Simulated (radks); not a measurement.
Spherical quantum dot in the effective-mass picture: electrons in a parabolic well V = omega^2 r^2 / 2 with omega = 1.03, with a point charge +2 (a donor) at the centre, all in effective atomic units (hartree* = m*/eps^2 hartree, bohr* = eps/m* bohr), one dielectric constant everywhere. Method: non-relativistic Kohn-Sham, PBEsol, spin-polarised, spherical densities; computed with a radial shooting solver with Libxc functionals. Levels are named by radial order and angular momentum (1s, 1p, 1d, 2s, ...), and open shells are averaged over m.

N = 4, configuration 1s2 1p(up 2, down 0). This is the lowest configuration that the search found. Occupied and some empty levels:

level    occupation  eigenvalue (hartree*)  <r> (bohr*)
1s up             1                 1.4400       0.7829
1s down           1                 1.5293       0.7588
1p up             2                 3.1684        1.440
1p down           0                 3.3393        1.443
2s up             0                 3.6469        1.571
2s down           0                 3.7764        1.595
1d up             0                 4.2484        1.779
1d down           0                 4.4110        1.798
1f up             0                 5.2762        2.045
1f down           0                 5.4177        2.065

Energy (hartree*): total 3.31839, kinetic 6.3819, external -7.5647, Hartree 6.6372, exchange-correlation -2.1360.

Electron density:

r (bohr*)  n(r) (e/bohr*^3)
0.0496                3.699
0.237                 1.796
0.424                0.9267
0.611                0.5188
0.798                0.3170
0.985                0.2079
1.17                 0.1413
1.36                0.09547
1.55                0.06217
1.73                0.03819
1.92                0.02188
2.11                0.01164
2.29               0.005758
2.48               0.002635
